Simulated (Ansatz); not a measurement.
**InI (indium iodide (ini)): the energy, rung by rung**

InI has 2 atoms, charge 0, and is taken as a singlet. SMILES: `[In][I]`. Geometry: a GFN2-xTB relaxation, a rough one for these elements and not checked as a minimum.

```csv
atom,x (Å),y (Å),z (Å)
In,0.0000,0.0000,0.0000
I,0.0000,0.0000,2.7892
```

Each level gives the energy change with the In1–I2 bond stretched from 2.789 to 5.578 Å (eV). The values are calculated.

| level | kind | program | value (eV) | less FCI/STO-3G |
| --- | --- | --- | --- | --- |
| HF/STO-3G (restricted) | Hartree–Fock | Ansatz | 5.08 | +0.30 |
| SVWN5/STO-3G (restricted) | LDA | Ansatz | 4.55 | -0.23 |
| BLYP/STO-3G (restricted) | GGA | Ansatz | 4.13 | -0.65 |
| r2SCAN0/STO-3G (restricted) | hybrid meta-GGA | Ansatz | 4.80 | +0.02 |
| CAM-B3LYP/STO-3G (restricted) | range-separated hybrid | Ansatz | 5.00 | +0.22 |
| wB97X/STO-3G (restricted) | range-separated hybrid | Ansatz | 5.20 | +0.42 |
| B2PLYP/STO-3G (restricted) | double hybrid | Ansatz | 4.51 | -0.27 |
| MP2/STO-3G (restricted) | perturbation theory | Ansatz | 5.03 | +0.25 |
| FCI/STO-3G | exact in the basis | Ansatz | 4.78 | 0.00 |

FCI/STO-3G is exact within its basis and frozen core, so for wave-function methods in that basis the difference is their error; functionals converge differently with the basis, so for them it is only a difference. All-electron rows without a relativistic Hamiltonian named are non-relativistic. The first shape isn't each level's own minimum. The values span 4.13 to 5.20 eV. All rows use very small basis sets, so none should be taken for the real molecule's value. In the correlated wave-function rows the outer d shell of I, In is correlated, in sets not made for it.
